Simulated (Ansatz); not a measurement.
## Strength of the Si–H bond: C2H8OSi → C2H7OSi + H

Gas-phase species: C2H8OSi `CO[SiH2]C`, singlet; C2H7OSi `CO[SiH]C`, doublet; H atom, doublet. The bond broken is the one whose loss leaves C2H7OSi `CO[SiH]C`, relaxed to its own shape; its unpaired electron may spread away from that site.

Shapes, held fixed at every level: PBE0-D4/def2-TZVP. Flexible molecules stand in one conformer, not always the lowest. Programs: Ansatz 0.2.0. The zero-point and thermal change to 298 K, harmonic and unscaled (PBE0-D4/def2-TZVP), is -18.7 kJ/mol.

```json
{"level": "MP2/def2-TZVPP", "kind": "perturbation theory", "ΔH(298 K) (kJ/mol)": "+377.0", "less CCSD(T)/CBS estimate": "-16.4"}
{"level": "r2SCAN-D4/def2-TZVPP", "kind": "meta-GGA", "ΔH(298 K) (kJ/mol)": "+369.1", "less CCSD(T)/CBS estimate": "-24.3"}
{"level": "PBE0-D4/def2-TZVPP", "kind": "global hybrid", "ΔH(298 K) (kJ/mol)": "+368.1", "less CCSD(T)/CBS estimate": "-25.3"}
{"level": "B2PLYP/def2-TZVPP", "kind": "double hybrid", "ΔH(298 K) (kJ/mol)": "+381.6", "less CCSD(T)/CBS estimate": "-11.8"}
{"level": "CCSD(T)/def2-TZVPP", "kind": "coupled cluster or CI", "ΔH(298 K) (kJ/mol)": "+386.8", "less CCSD(T)/CBS estimate": "-6.6"}
{"level": "CCSD/def2-TZVPP", "kind": "coupled cluster or CI", "ΔH(298 K) (kJ/mol)": "+386.9", "less CCSD(T)/CBS estimate": "-6.5"}
{"level": "CCSD(T)/CBS estimate", "kind": "coupled cluster or CI", "ΔH(298 K) (kJ/mol)": "+393.4", "less CCSD(T)/CBS estimate": "0.0"}
```

The highest level, CCSD(T)/CBS estimate, gives ΔH(298 K) = +393.4 kJ/mol; the levels span +368.1 to +393.4. The column of differences is taken from that level and isn't an error. No measured value is set beside it here. Open shells run unrestricted. The CBS estimate extrapolates MP2 from def2-TZVPP and def2-QZVPP and adds CCSD(T) − MP2 in the triple-zeta set, cores frozen. CCSD(T)/CBS estimate lies outside the range of the other correlated levels here, so it shouldn't be taken on trust.
